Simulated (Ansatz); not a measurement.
Stepwise reaction of `[F][Sn]([F])([F])[SiH3]` with hydrogen chloride, as a gas-phase model of exchange steps in deposition or etching. ΔE in kJ/mol; ΔG adds harmonic PBE0-D4 terms to CCSD(T)/CBS, at 1 bar.

Gas-phase electronic energies from Ansatz, PBE0-D4/def2-TZVP geometries. CCSD(T)/CBS adds triple-zeta CCSD(T) − MP2 to the extrapolated MP2 energy (def2 sets, frozen cores). This one scheme is used for every species. Functionals use def2-TZVPP. B3LYP here is the variant with VWN-RPA as its local correlation; programs differ in this. Elements past krypton have def2 core potentials. For Sn outer-core shells are correlated without core-valence functions, which leaves a few kJ/mol of doubt a bond.

| step | reaction | PBE-D4 | B3LYP-D4 | ωB97M-V | CCSD(T)/CBS | ΔG(500 K) |
| --- | --- | --- | --- | --- | --- | --- |
| 1 | `[F][Sn]([F])([F])[SiH3]` + HCl → `[F][Sn]([F])([SiH3])[Cl]` + H–F | -31.6 | -31.2 | -30.9 | -35.1 | -33.2 |
| 2 | `[F][Sn]([F])([SiH3])[Cl]` + HCl → `[F][Sn]([SiH3])([Cl])[Cl]` + H–F | -31.3 | -31.1 | -31.0 | -35.7 | -28.8 |

(1) Give the row of step 3, `[F][Sn]([SiH3])([Cl])[Cl]` + HCl → `[SiH3][Sn]([Cl])([Cl])[Cl]` + H–F. (Estimate.)

(2) By hand: ΔE of the 3 steps together at CCSD(T)/CBS.

Answers

(1) Computed: 
| step | reaction | PBE-D4 | B3LYP-D4 | ωB97M-V | CCSD(T)/CBS | ΔG(500 K) |
| --- | --- | --- | --- | --- | --- | --- |
| 3 | `[F][Sn]([SiH3])([Cl])[Cl]` + HCl → `[SiH3][Sn]([Cl])([Cl])[Cl]` + H–F | -31.3 | -31.4 | -31.3 | -36.6 | -25.0 |

(2) (-35.1) + (-35.7) + (-36.6) = -107.4 kJ/mol, or -35.8 kJ/mol a step.

In ΔE the steps differ by no more than 1.5 kJ/mol. All are downhill at CCSD(T)/CBS. ΔG lies between -33.2 and -25.0 kJ/mol a step. PBE-D4 differs from CCSD(T)/CBS by 3.5 to 5.3 kJ/mol a step. Isolated molecules leave out the surface, adducts and barriers. Largest T1 diagnostic: 0.015.
